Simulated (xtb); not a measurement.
Cl$_{4}$MoO, charge -1, doublet, at a GFN2-xTB geometry (such geometries of metal compounds can be far from the true shape) (the multiplicity is a formal guess).

xtb was given this input:
```
$ xtb mol.xyz --gfn 2 --chrg -1 --uhf 1 --alpb acetone --json

# file mol.xyz
6

Mo     0.18481073    -0.20270312     0.16350579
O      1.13513898    -1.24503705     1.00428040
Cl    -1.22859589    -1.44997129    -1.24480088
Cl     0.73320875     1.99331915     0.80652187
Cl     1.28485643     0.36301879    -1.83813904
Cl    -1.78024356     0.18032907     1.39986003
```

Task: What does this run give for the partial charges in atom order, total energy?

Result: 
The partial charges in atom order is Mo1 0.84, O2 -0.46, Cl3 -0.35, Cl4 -0.35, Cl5 -0.35, Cl6 -0.35 and the total energy is -24.869207 Ha.
